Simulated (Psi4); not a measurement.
C$_{4}$H$_{14}$OSi$_{2}$, charge -1, doublet, at a GFN2-xTB geometry (a state made from the parent by changing its charge; the spin is typed, not shown lowest) (a gas-phase anion, which may not be bound at this level); Psi4 with B3LYP5/STO-3G.

Here is a job for Psi4.
```
memory 2 GB

molecule {
-1 2
C     2.02132192    1.63145854    0.21056039
Si    2.05165419   -0.21747853    0.68137268
C     2.05606240   -1.45971733   -0.76754961
O    -0.14046649   -0.21625044    0.57933165
Si   -1.64043576   -0.02514114    0.23950010
C    -2.09452933    1.69651397   -0.47741484
C    -2.33141281   -1.27747502   -1.03979148
H     1.02815675    1.93124373   -0.11045888
H     2.28468350    2.23716642    1.07463572
H     2.72548174    1.87259649   -0.58366520
H     1.73070312   -0.65297435    2.04152332
H     2.36625027   -2.44087879   -0.41520266
H     2.73805131   -1.16871338   -1.56438769
H     1.06069233   -1.56152446   -1.19001985
H    -2.52998837   -0.17721210    1.43415544
H    -1.58516781    1.88451491   -1.42080602
H    -3.16281873    1.80890438   -0.65447385
H    -1.79329344    2.48207662    0.21263964
H    -2.17206538   -2.29593493   -0.69236560
H    -1.83334353   -1.18461248   -2.00297615
H    -3.39932081   -1.15265428   -1.21029679
}

set {
  basis sto-3g
  reference uks
}

energy('b3lyp5')
print_variables()
```

What the program printed (banner, timings and long lists left out):

```
   => Loading Basis Set <=

    Name: STO-3G
    Role: ORBITAL
    Keyword: BASIS

         ---------------------------------------------------------
                                   SCF
               by Justin Turney, Rob Parrish, Andy Simmonett
                          and Daniel G. A. Smith
                              UKS Reference
         ---------------------------------------------------------

  ==> Geometry <==

    Molecular point group: c1
    Full point group: C1

    Geometry (in Angstrom), charge = -1, multiplicity = 2:

       Center              X                  Y                   Z               Mass
    ------------   -----------------  -----------------  -----------------  -----------------
         C            2.002574002167     1.643117056575     0.173130852195    12.000000000000
         SI           2.032906272167    -0.205820013425     0.643943142195    27.976926534650
         C            2.037314482167    -1.448058813425    -0.804979147805    12.000000000000
         O           -0.159214407833    -0.204591923425     0.541902112195    15.994914619570
         SI          -1.659183677833    -0.013482623425     0.202070562195    27.976926534650
         C           -2.113277247833     1.708172486575    -0.514844377805    12.000000000000
         C           -2.350160727833    -1.265816503425    -1.077221017805    12.000000000000
         H            1.009408832167     1.942902246575    -0.147888417805     1.007825032230
         H            2.265935582167     2.248824936575     1.037206182195     1.007825032230
         H            2.706733822167     1.884255006575    -0.621094737805     1.007825032230
         H            1.711955202167    -0.641315833425     2.004093782195     1.007825032230
         H            2.347502352167    -2.429220273425    -0.452632197805     1.007825032230
         H            2.719303392167    -1.157054863425    -1.601817227805     1.007825032230
         H            1.041944412167    -1.549865943425    -1.227449387805     1.007825032230
         H           -2.548736287833    -0.165553583425     1.396725902195     1.007825032230
         H           -1.603915727833     1.896173426575    -1.458235557805     1.007825032230
         H           -3.181566647833     1.820562896575    -0.691903387805     1.007825032230
         H           -1.812041357833     2.493735136575     0.175210102195     1.007825032230
[...]
      Ntotal   =   74.9999952428 ; deviation = -4.757e-06

   @Spin Contamination Metric:   2.907819567E-04
   @S^2 Expected:                7.500000000E-01
   @S^2 Observed:                7.502907820E-01
   @S   Expected:                5.000000000E-01
   @S   Observed:                5.000000000E-01

    Orbital Energies [Eh]
    ---------------------

    Alpha Occupied:

[...]
    Alpha Virtual:

[...]
      57A      0.755139

    Beta Occupied:

[...]
      37A      0.161164

    Beta Virtual:

[...]
    Final Occupation by Irrep:
              A
    DOCC [    37 ]
    SOCC [     1 ]
    NA   [    38 ]
    NB   [    37 ]

  @DF-UKS Final Energy:  -804.98305232936275

   => Energetics <=

    Nuclear Repulsion Energy =            458.5007887072790140
    One-Electron Energy =               -2041.6096381185270729
    Two-Electron Energy =                 840.9631355218211866
    DFT Exchange-Correlation Energy =     -62.8373384399359125
    Empirical Dispersion Energy =           0.0000000000000000
    VV10 Nonlocal Energy =                  0.0000000000000000
    Total Energy =                       -804.9830523293627493

  UHF NO Occupations:
  HONO-2 :   36  A 1.9999828
  HONO-1 :   37  A 1.9999119
  HONO-0 :   38  A 1.0000000
  LUNO+0 :   39  A 0.0000881
  LUNO+1 :   40  A 0.0000172
  LUNO+2 :   41  A 0.0000163
  LUNO+3 :   42  A 0.0000085

Computation Completed

Properties will be evaluated at   0.000000,   0.000000,   0.000000 [a0]

Properties computed using the SCF density matrix

 Multipole Moments:

 ------------------------------------------------------------------------------------
     Multipole            Electronic (a.u.)      Nuclear  (a.u.)        Total (a.u.)
 ------------------------------------------------------------------------------------

 L = 1.  Multiply by 2.5417464519 to convert [e a0] to [Debye]
 Dipole X            :          2.8205055           -2.6217036            0.1988019
 Dipole Y            :         -1.4991901            1.6303235            0.1311334
 Dipole Z            :          4.7929107           -5.2341360           -0.4412253
 Magnitude           :                                                    0.5013959

 ------------------------------------------------------------------------------------

  Variable Map:
  ----------------------------------------------------------------------------
[...]
  Array Variable Map:
  ----------------------------------------------------------------------------
[...]
[...]
```
